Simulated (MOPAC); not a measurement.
Input for MOPAC: PM6 on AsH5 (a complex), monomers drawn apart or pushed together.

```
PM6 1SCF PRECISE CHARGE=0 THREADS=1
AsH5

As    -0.01652219 1    -0.20099965 1    -0.24595522 1
H     -1.13293795 1     0.52466262 1     0.49771225 1
H      1.05462639 1     0.42673172 1     0.63978478 1
H     -0.13015301 1    -1.42010948 1     0.66334398 1
H     -0.22379099 1     0.02756926 1     3.69567855 1
H     -0.19282363 1    -0.01092645 1     2.95288958 1
```

It printed:

```
*******************************************************************************
 **                                                                           **
 **                              MOPAC v23.2.5                                **
 **                                                                           **
 *******************************************************************************
 ** MOPAC's Digital Object Identifier: https://doi.org/10.5281/zenodo.6511958 **
 **                                                                           **
 ** Please cite the open-source release paper for use of this MOPAC version:  **
 ** J. E. Moussa and J. J. P. Stewart (2026)                                  **
 ** MOPAC: An open-source semiempirical molecular orbital program             **
 ** J. Open Source Softw., 11(119), 8025, https://doi.org/10.21105/joss.08025 **
 *******************************************************************************

                              PM6 CALCULATION RESULTS

 *******************************************************************************
 *  PM6        - The PM6 Hamiltonian to be used
 *
 *
 *
 *                 CHARGE ON SYSTEM = 0
 *
 *
 *
 *  PRECISE    - TIGHTER CRITERIA TO BE USED
 *  1SCF       - DO 1 SCF AND THEN STOP
 *  THREADS=1  - MULTI-THREADING NOT USED
 *  T=         - A TIME OF 172800.0 SECONDS REQUESTED
 *  DUMP=N     - RESTART FILE WRITTEN EVERY 7200.0 SECONDS REQUESTED
 *******************************************************************************
PM6 1SCF PRECISE CHARGE=0 THREADS=1
 AsH5

   ATOM   CHEMICAL          X               Y               Z
  NUMBER   SYMBOL      (ANGSTROMS)     (ANGSTROMS)     (ANGSTROMS)

     1      As         -0.01652219  *  -0.20099965  *  -0.24595522  *
     2       H         -1.13293795  *   0.52466262  *   0.49771225  *
     3       H          1.05462639  *   0.42673172  *   0.63978478  *
     4       H         -0.13015301  *  -1.42010948  *   0.66334398  *
     5       H         -0.22379099  *   0.02756926  *   3.69567855  *
     6       H         -0.19282363  *  -0.01092645  *   2.95288958  *



          CARTESIAN COORDINATES

    NO.       ATOM           X           Y           Z

     1        As         -0.0165     -0.2010     -0.2460
     2         H         -1.1329      0.5247      0.4977
     3         H          1.0546      0.4267      0.6398
     4         H         -0.1302     -1.4201      0.6633
     5         H         -0.2238      0.0276      3.6957
     6         H         -0.1928     -0.0109      2.9529

 General Reference for PM6:
 "Optimization of Parameters for Semiempirical Methods V: Modification of NDDO Approximations
 and Application to 70 Elements", J. J. P. Stewart, J. Mol. Mod., 13, 1173-1213 (2007)
 URL: https://link.springer.com/article/10.1007/s00894-007-0233-4

           Empirical Formula: H5 As  =     6 atoms



      MOLECULAR POINT GROUP   :   C3v


      RHF CALCULATION, NO. OF DOUBLY OCCUPIED LEVELS = 5


 -------------------------------------------------------------------------------
 PM6 1SCF PRECISE CHARGE=0 THREADS=1
 AsH5



     1SCF WAS SPECIFIED, SO BFGS WAS NOT USED
     SCF FIELD WAS ACHIEVED


                              PM6 CALCULATION
                                                       MOPAC v23.2.5 Linux




          FINAL HEAT OF FORMATION =        -12.80474 KCAL/MOL =     -53.57502 KJ/MOL


          COSMO AREA              =         88.63 SQUARE ANGSTROMS
          COSMO VOLUME            =         67.15 CUBIC ANGSTROMS

          IONIZATION POTENTIAL    =          9.741662 EV
          HOMO LUMO ENERGIES (EV) =         -9.742  3.619
          NO. OF FILLED LEVELS    =          5
          MOLECULAR WEIGHT        =         79.9611         POINT GROUP:  C3v

          MOLECULAR DIMENSIONS (Angstroms)

            Atom       Atom       Distance
            H     5   As     1     3.95369
            H     2    H     4     2.19435
            H     3    H     4     1.90024


          SCF CALCULATIONS        =          1





   ATOM   CHEMICAL          X               Y               Z
  NUMBER   SYMBOL      (ANGSTROMS)     (ANGSTROMS)     (ANGSTROMS)

     1      As         -0.01652219  *  -0.20099965  *  -0.24595522  *
     2       H         -1.13293795  *   0.52466262  *   0.49771225  *
     3       H          1.05462639  *   0.42673172  *   0.63978478  *
     4       H         -0.13015301  *  -1.42010948  *   0.66334398  *
     5       H         -0.22379099  *   0.02756926  *   3.69567855  *
     6       H         -0.19282363  *  -0.01092645  *   2.95288958  *

                             CARTESIAN COORDINATES

   1   As       -0.016522190    -0.200999650    -0.245955220
   2    H       -1.132937950     0.524662620     0.497712250
   3    H        1.054626390     0.426731720     0.639784780
   4    H       -0.130153010    -1.420109480     0.663343980
   5    H       -0.223790990     0.027569260     3.695678550
   6    H       -0.192823630    -0.010926450     2.952889580


           Empirical Formula: H5 As  =     6 atoms



      MOLECULAR POINT GROUP   :   C3v


                  EIGENVALUES
 -17.66291 -15.18935 -12.08677 -12.08669  -9.74166   3.61864   3.61868   3.81773
   7.12827  54.84170  54.84171  54.94454  55.03126  55.03130


              NET ATOMIC CHARGES AND DIPOLE CONTRIBUTIONS

  ATOM NO.   TYPE          CHARGE      No. of ELECS.   s-Pop       p-Pop       d-Pop
    1         As           0.126303        4.8737     1.74332     3.12125     0.00913
    2          H          -0.041730        1.0417     1.04173
    3          H          -0.041715        1.0417     1.04171
    4          H          -0.041734        1.0417     1.04173
    5          H          -0.002481        1.0025     1.00248
    6          H           0.001356        0.9986     0.99864
 DIPOLE           X         Y         Z       TOTAL
 POINT-CHG.     0.033    -0.028    -0.535     0.537
 HYBRID        -0.074     0.063     1.183     1.187
 SUM           -0.041     0.034     0.648     0.650


          ATOMIC ORBITAL ELECTRON POPULATIONS

     Atom    s        px        py        pz      x^2-y^2     xz        z^2       yz        xy
    1 As   1.74332   0.96323   0.96298   1.19503   0.00109   0.00296   0.00018   0.00332   0.00158
    2  H   1.04173
    3  H   1.04171
    4  H   1.04173
    5  H   1.00248
    6  H   0.99864

 **********************
 *                    *
 * JOB ENDED NORMALLY *
 *                    *
 **********************




 == MOPAC DONE ==
```

The run finished.

Cost: around 0.03 core-seconds (rough).
